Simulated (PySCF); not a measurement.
How methods differ on the ionisation energy of Nd

Nd [Xe] 4f4 6s2 [4f5/2^4, M_J = 4] → Nd⁺ [Xe] 4f4 6s1 [4f5/2^4 6s1/2^1, M_J = 7/2], as a difference of total energies. Calculation: PySCF 2.14, in x2c-QZVPPall-2c (16s16p12d6f4g1h, 213 functions); the two-component X2C-1e Hamiltonian. Correlated levels: [Ar] 3d10 frozen; the 40 highest virtual spinors dropped. "Screened" scales the spin-orbit matrix elements by Boettger's factors to mimic the two-electron term; Breit and QED terms are absent.

| method | ionisation energy (eV) |
| --- | --- |
| GHF (spin-free) | 4.491 |
| GMP2 (spin-free) | 5.457 |
| GHF (screened spin-orbit) | 4.492 |
| GMP2 (screened spin-orbit) | 5.458 |

How much does correlation contribute at GMP2 (screened spin-orbit)?

5.458 − (4.492) = 0.966 eV, measured against GHF (screened spin-orbit).

The spin-free rows relax to the high-spin LS determinant and lack the spin-orbit shift.

The labels give the starting determinants; with spin-orbit coupling the two ends relaxed to ⟨J²⟩ = 23.43, ⟨L²⟩ = 41.89, ⟨S²⟩ = 6.00 and ⟨J²⟩ = 20.19, ⟨L²⟩ = 41.90, ⟨S²⟩ = 8.73.

The determinant of Nd and of Nd⁺ mixes levels of different J (the jj label is only the starting occupation), so the difference between spin-free and spin-orbit rows is not the physical spin-orbit shift.

For comparison: 5.525 eV (measured; NIST Atomic Spectra Database, ionization energies).
